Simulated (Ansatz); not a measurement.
ZnMe(NH2) (CH5NZn) was relaxed with r2SCAN-D4 (def2-TZVP) in Ansatz in these states: charge +1 doublet, neutral singlet. The geometries follow in no particular order.

A:

```xyz
8

Zn    0.269    0.040   -0.126
C    -1.396   -0.212    0.791
H    -2.230   -0.290    0.090
H    -1.596    0.625    1.465
H    -1.371   -1.125    1.392
N     1.912    0.293   -0.860
H     2.076    1.141   -1.386
H     2.337   -0.472   -1.367
```

B:

```xyz
8

Zn   -0.1559    0.1116    0.0422
C     1.4011   -0.9519   -0.1793
H     1.4526   -1.2967   -1.2125
H     1.3440   -1.8076    0.4942
H     2.2787   -0.3483    0.0540
N    -1.7801    1.2123    0.2386
H    -2.7167    0.8519    0.4441
H    -1.8236    2.2286    0.1186
```

Q: Judge from the bond lengths which geometry belongs to which state (an estimate).

A: A is the neutral singlet (Zn1–N6 1.817 Å, Zn1–C2 1.917 Å, N6–H8 1.011 Å); B is the charge +1 doublet (Zn1–N6 1.972 Å, Zn1–C2 1.899 Å, N6–H8 1.024 Å).
